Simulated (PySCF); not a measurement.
## Fine-structure interval of Br by level of theory

Br [Ar] 3d10 4s2 4p5 [4p1/2^2 4p3/2^3, M_J = 3/2] → Br [Ar] 3d10 4s2 4p5 [4p1/2^1 4p3/2^4, M_J = 1/2], as a difference of total energies. Computed with PySCF 2.14 in x2c-TZVPPall-2c (6s7p4d1f, 54 functions), with the two-component X2C-1e Hamiltonian. Correlated levels: [Ne] frozen. "Screened" scales the spin-orbit matrix elements by Boettger's factors to mimic the two-electron term; Breit and QED terms are absent.

```
                    method  fine-structure interval (cm⁻¹)  error (cm⁻¹)
 GHF (screened spin-orbit)                          3186.1          -499
GMP2 (screened spin-orbit)                          3649.3           -36
     GHF (bare spin-orbit)                          3397.1          -288
```

Reference: 3685.2 cm⁻¹ (measured; NIST Handbook of Basic Atomic Spectroscopic Data (Sansonetti and Martin, J. Phys. Chem. Ref. Data 34, 1559 (2005))).

Errors of the correlated levels include the incompleteness of this basis and the frozen core.
